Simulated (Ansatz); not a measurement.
C2H6SZn (`[CH3][Zn][CH2]S`). The species carries charge 0 and has multiplicity 1. All single points use the PBE0-D4/def2-TZVP geometry. It is one conformer, not always the lowest.

```xyz
10

C     0.353   -2.130    0.123
Zn   -0.043   -0.280   -0.299
C    -0.389    1.610   -0.635
S     0.266    2.593    0.751
H    -0.447   -2.576    0.718
H     0.465   -2.721   -0.789
H     1.282   -2.208    0.693
H    -1.426    1.882   -0.835
H     0.201    1.932   -1.498
H    -0.263    1.899    1.772
```

Q: What is the dipole moment at r2SCAN/def2-TZVPP? (Best estimate.)

A: Ansatz gave: 1.76 D, with components (-0.75, -1.44, -0.68) D in this frame, pointing from negative to positive charge.

Q: And with PBE, B3LYP, ωB97M-V? (Estimate.)

A: The calculation gave: PBE 1.66 D, B3LYP 1.71 D, ωB97M-V 1.74 D.

Q: Give the Mulliken charges with r2SCAN, ωB97M-V, B3LYP in def2-TZVPP. (Best estimate.)

A: The calculation gave: 
| atom | r2SCAN | ωB97M-V | B3LYP |
| --- | --- | --- | --- |
| C1 | -0.37 | -0.53 | -0.45 |
| Zn2 | 0.31 | 0.37 | 0.32 |
| C3 | -0.21 | -0.38 | -0.27 |
| S4 | -0.20 | -0.17 | -0.19 |
| H5 | 0.07 | 0.11 | 0.09 |
| H6 | 0.07 | 0.11 | 0.09 |
| H7 | 0.08 | 0.12 | 0.10 |
| H8 | 0.08 | 0.13 | 0.11 |
| H9 | 0.09 | 0.13 | 0.11 |
| H10 | 0.08 | 0.09 | 0.08 |

B3LYP here is the variant with VWN-RPA as its local correlation; programs differ in this.
